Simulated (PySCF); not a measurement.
# MO₂I across group 5

Level: PBE, basis family def2-SVP, scalar-relativistic core potentials from Rb on and no relativity for lighter atoms.

Each entry is the lowest minimum that a search over a few typed start shapes (and spin states, where more than one is plausible) found, or that minimum re-optimised at the stated level; isomers with ligand–ligand bonds, or fragments after loss of a ligand pair, can lie lower. Open shells are unrestricted; no spin–orbit coupling; PySCF with density fitting.

| molecule | 2S+1 | point group | mean bond to the central atom (Å) | polar-tensor charge of the central atom | gap (eV) | lowest ω (cm⁻¹) | distinct angles (°) |
| --- | --- | --- | --- | --- | --- | --- | --- |
| VO₂I | 1 | Cs | 1.907 | 1.56 | 1.70 | 141 | 116/109 |
| NbO₂I | 1 | Cs | 2.047 | 1.72 | 2.12 | 126 | 112/106 |
| TaO₂I | 1 | Cs | 2.059 | 1.58 | 2.08 | 135 | 107/105 |

Spin–orbit coupling can matter for TaO₂I.

Left out of the table are members whose search was unfinished or whose lowest solution was spin-contaminated, unstable, very soft or bonded differently.
